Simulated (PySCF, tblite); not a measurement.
Isomers of C3H7FOSi. Computed values, GFN2-xTB/tblite, gas phase, harmonic and unscaled. The method is semi-empirical: single wavenumbers can be off by several per cent or more. Modes of hydrogen on silicon can be 10 to 20 % off. One conformer each.

Electronic energies: PBE0-D3(BJ)/def2-SVP at its own geometries (PySCF, gas phase).

| SMILES | electronic energy, lowest = 0 (kJ/mol) |
| --- | --- |
| FC/C=C\O[SiH3] | 57.7 |
| CO[C@@]1(F)C[SiH2]1 | 194.8 |
| C=C(CF)[SiH2]O | 0.0 |

**Question.** How do GFN2-xTB zero-point energies change the relative energies?

**Answer.** 
| SMILES | ZPE (kJ/mol) | of it from modes above 1550 cm⁻¹ | electronic (kJ/mol) | with ZPE, lowest = 0 (kJ/mol) | lowest mode (cm⁻¹) | rings |
| --- | --- | --- | --- | --- | --- | --- |
| C=C(CF)[SiH2]O | 239.2 | 131.2 | 0.0 | 0.0 | 42 | 0 |
| FC/C=C\O[SiH3] | 235.0 | 123.1 | 57.7 | 53.4 | 30 | 0 |
| CO[C@@]1(F)C[SiH2]1 | 240.0 | 118.8 | 194.8 | 195.6 | 110 | 1 |

The zero-point energies span 5.0 kJ/mol, from `FC/C=C\O[SiH3]` to `CO[C@@]1(F)C[SiH2]1`. The order is unchanged.

**Question.** And how do the electronic energies of GFN2-xTB itself compare?

**Answer.** `C=C(CF)[SiH2]O` 35.1; `FC/C=C\O[SiH3]` 0.0; `CO[C@@]1(F)C[SiH2]1` 223.9 kJ/mol, lowest = 0. Against the energies above, taken from the same isomer `C=C(CF)[SiH2]O`, the largest difference is 92.8 kJ/mol. The two levels were optimised apart and needn't hold the same conformer.

**Question.** What do entropy and thermal enthalpy add at 298.15 K and 1 bar (rigid rotor, harmonic oscillator, one conformer each)?

**Answer.** 
```csv
SMILES,point group,symmetry number,S (J/(mol K)),H − H(0) (kJ/mol),ZPE + H − H(0) − TS (kJ/mol)
C=C(CF)[SiH2]O,C1,1,373.9,24.12,151.9
FC/C=C\O[SiH3],C1,1,384.4,24.19,144.5
CO[C@@]1(F)C[SiH2]1,C1,1,354.0,22.78,157.3
```
